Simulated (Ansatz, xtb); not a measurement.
# Two isomers of C4H5BN2O

Structure X: `Bn1cc(C=O)cn1`, a singlet. Structure Y: `Bn1nccc1C=O`, a singlet. Both are isolated molecules in the gas phase, relaxed with PBE0-D3(BJ)/def2-SVP; the shapes shown needn't be the lowest conformers.

X (Å):

```xyz
13

C     0.5875   -0.4434    1.5629
C     0.1200   -0.3738    0.2733
C     0.8336   -0.7682   -0.9448
C    -1.2015    0.1653    0.4147
B    -0.3617    0.1381    3.8111
N    -0.4031    0.0254    2.3841
N    -1.5030    0.3982    1.6631
O     1.9537   -1.2160   -0.9574
H     0.6517   -0.2167    4.3539
H    -1.3250    0.5724    4.3757
H     1.5432   -0.7889    1.9510
H     0.2569   -0.6237   -1.8932
H    -1.9231    0.3813   -0.3749
```

Y (Å):

```json
{"atom": "C", "x (Å)": "-1.8563", "y (Å)": "1.2257", "z (Å)": "-0.1525"}
{"atom": "C", "x (Å)": "-1.0805", "y (Å)": "2.3892", "z (Å)": "0.0903"}
{"atom": "C", "x (Å)": "0.0182", "y (Å)": "1.9373", "z (Å)": "0.7838"}
{"atom": "C", "x (Å)": "1.1237", "y (Å)": "2.7744", "z (Å)": "1.2684"}
{"atom": "B", "x (Å)": "0.7210", "y (Å)": "-0.4032", "z (Å)": "1.5665"}
{"atom": "N", "x (Å)": "-0.1309", "y (Å)": "0.5658", "z (Å)": "0.9280"}
{"atom": "N", "x (Å)": "-1.2845", "y (Å)": "0.1564", "z (Å)": "0.3472"}
{"atom": "O", "x (Å)": "2.0952", "y (Å)": "2.4113", "z (Å)": "1.8798"}
{"atom": "H", "x (Å)": "0.3381", "y (Å)": "-1.5393", "z (Å)": "1.5408"}
{"atom": "H", "x (Å)": "1.7365", "y (Å)": "-0.0272", "z (Å)": "2.0725"}
{"atom": "H", "x (Å)": "-2.8094", "y (Å)": "1.1439", "z (Å)": "-0.6750"}
{"atom": "H", "x (Å)": "-1.2923", "y (Å)": "3.4165", "z (Å)": "-0.1997"}
{"atom": "H", "x (Å)": "0.9744", "y (Å)": "3.8512", "z (Å)": "1.0025"}
```

Quicker runs give these differences E(Y) − E(X): GFN2-xTB +0.095 eV; HF/STO-3G +0.139 eV (at GFN2-xTB geometries); r2SCAN-D4/def2-SVP +0.052 eV (at GFN2-xTB geometries).

Question: Estimate E(Y) − E(X) at the level CCSD(T)/def2-SVP + ΔMP2/def2-TZVPP.

Answer: Calculated at CCSD(T)/def2-SVP + ΔMP2/def2-TZVPP: E(Y) − E(X) = +0.118 eV, so structure X lies lower.

The same difference at several levels:

| level | geometry | E(Y) − E(X) (eV) | departure from the last row (eV) | job, with rough time for the two |
| --- | --- | --- | --- | --- |
| GFN2-xTB | GFN2-xTB | +0.095 | −0.022 | optimisation, 0.24 s |
| HF/STO-3G | GFN2-xTB | +0.139 | +0.021 | single point, 1.1 s |
| r2SCAN-D4/def2-SVP | GFN2-xTB | +0.052 | −0.065 | single point, 5.8 s |
| PBE0-D3(BJ)/def2-SVP | PBE0-D3(BJ)/def2-SVP | +0.081 | −0.036 | optimisation, 73 s |
| HF/def2-SVP | PBE0-D3(BJ)/def2-SVP | +0.225 | +0.107 | part of the CCSD(T) run |
| MP2/def2-SVP | PBE0-D3(BJ)/def2-SVP | +0.062 | −0.055 | part of the CCSD(T) run |
| CCSD(T)/def2-SVP | PBE0-D3(BJ)/def2-SVP | +0.113 | −0.005 | single point |
| CCSD(T)/def2-SVP + ΔMP2/def2-TZVPP | PBE0-D3(BJ)/def2-SVP | +0.118 |  | single point, 1.9 min |

As drawn, both hold the same kinds of bond in the same numbers.

The levels shown agree on the order. The largest departure from CCSD(T)/def2-SVP + ΔMP2/def2-TZVPP is that of HF/def2-SVP, 0.107 eV. The last row adds to CCSD(T) the change of the MP2 difference between the two basis sets, here +0.005 eV.

With thermal terms from frequencies at re-optimised GFN2-xTB minima (ideal gas, soft modes damped towards free rotors, one conformer each, 298.15 K, 1 atm): the zero-point term adds −0.003 eV; ΔH is +0.116 and ΔG +0.115 eV.

The correlated steps freeze 8 core orbitals. Codes used: Ansatz 0.2.0, xtb 6.7.1; the last row on 2 threads of Intel(R) Xeon(R) Processor @ 2.70GHz on a shared host.
